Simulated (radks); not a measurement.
Ionisation of neutral cadmium, [Kr] 4d10 5s2, to [Kr] 4d10 5s1 as the strength of local exchange is varied. Calculated with a radial shooting solver on a logarithmic mesh with Libxc functionals: Dirac Kohn-Sham, Slater X-alpha exchange (alpha = 2/3 is LDA exchange), no correlation, spin-unpolarised, spherical densities, point nucleus.

\begin{tabular}{lrrrrr}
alpha & E(Cd) (hartree) & exchange (hartree) & IE (eV) & -e of the level emptied (eV) & <r> of it (bohr) \\ \hline
0.551 & -5561.33636 & -119.24247 & 7.714 & 4.189 (5s1/2) & 3.031 \\
0.641 & -5580.84799 & -139.21275 & 8.360 & 4.764 (5s1/2) & 2.951 \\
0.667 & -5586.49757 & -145.00759 & 8.550 & 4.936 (5s1/2) & 2.929 \\
0.748 & -5604.13519 & -163.13428 & 9.156 & 5.484 (5s1/2) & 2.864 \\
0.95 & -5648.36396 & -208.82299 & 10.740 & 6.942 (5s1/2) & 2.717 \\
\end{tabular}

NIST Atomic Spectra Database: 8.994 eV (measured). The Delta-SCF value meets it near alpha = 0.73. Spin polarisation and multiplet splitting are left out, so open shells lie too high by an amount that depends on their filling.

Beside tabulated values, note that spin-unpolarised runs miss the spin-polarisation part of the exchange energy of open shells.
